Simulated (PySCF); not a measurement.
# Where the electron goes

C7H4FNO.
SMILES with atom numbers: `[N:1]#[C:2][c:3]1[cH:4][cH:5][cH:6][c:7]([OH:8])[c:9]1[F:10]` (hydrogens: H11 on C4; H12 on C5; H13 on C6; H14 on O8)

Computed with TDDFT PBE0/def2-SVPD, vertical, gas phase, core orbitals frozen in the response (PySCF). Geometry: GFN2-xTB, one conformer, isolated molecule. Torsions of this conformer, `[N:1]#[C:2][c:3]1[cH:4][cH:5][cH:6][c:7]([OH:8])[c:9]1[F:10]`: H–O8–C7–C6 180°.

Frontier orbitals with the atoms that hold most of them (Löwdin shares over 4%, at most four atoms; ? is withheld):

```json
{"orbital": "LUMO+2", "ε (eV)": "0.01", "atoms": "O8 27%, C9 16%, F10 14%, H14 14%"}
{"orbital": "LUMO+1", "ε (eV)": "-0.75", "atoms": "C5 21%, C4 20%, C7 16%, C9 14%"}
{"orbital": "LUMO", "ε (eV)": "-1.83", "atoms": "C6 18%, C3 16%, N1 13%, C9 11%"}
{"orbital": "HOMO", "ε (eV)": "-7.49", "atoms": "?"}
{"orbital": "HOMO-1", "ε (eV)": "-8.07", "atoms": "?"}
{"orbital": "HOMO-2", "ε (eV)": "-9.98", "atoms": "N1 48%, C2 37%, C3 5%"}
{"orbital": "HOMO-3", "ε (eV)": "-10.07", "atoms": "N1 22%, C2 18%, C5 15%, O8 12%"}
```

Task: Which atoms hold the HOMO, and with what shares?

Result: C4 (bonded to 2 C and H) 20%; O8 (bonded to C and H) 19%; C7 (bonded to 2 C and O) 17%; C9 (bonded to 2 C and F) 12%. By element: carbon 48% or more, oxygen 19%.

Task: Which atoms hold the HOMO-1, and with what shares?

Result: C3 (bonded to 3 C) 17%; C6 (bonded to 2 C and H) 17%; C5 (bonded to 2 C and H) 15%; C9 (bonded to 2 C and F) 14%.

Task: The HOMO–LUMO gap is 5.66 eV. Where does the response calculation put the lowest singlet, and from which orbitals?

Result: S1 is at 4.78 eV (f = 0.053), 0.88 eV below the gap, made of HOMO→LUMO (82%), HOMO-1→LUMO+1 (11%). 

Task: Give energy, strength and leading configuration of S1, S5 and S6, and follow the Löwdin shares of the leading atoms from the occupied to the empty orbital.

Result: 
- S1 (4.78 eV, f 0.053), HOMO→LUMO (82%): C4 20% → at most 12%, O8 19% → at most 12%, C6 at most 12% → 18%, C3 at most 12% → 16%
- S5 (6.51 eV, f 0.0000), HOMO-2→LUMO (94%): N1 48% → 13%, C2 37% → at most 12%, C6 at most 4% → 18%, C3 5% → 16%
- S6 (6.73 eV, f 0.266), HOMO-1→LUMO+1 (83%): C3 17% → at most 14%, C6 17% → at most 14%, C5 15% → 21%, C4 at most 14% → 20%

Löwdin shares depend on the basis, the more so with diffuse functions.

On one thread of an Intel Xeon Platinum 8488C, no GPU, shared host, this took 47 s and 0.94 GiB of memory at its peak.
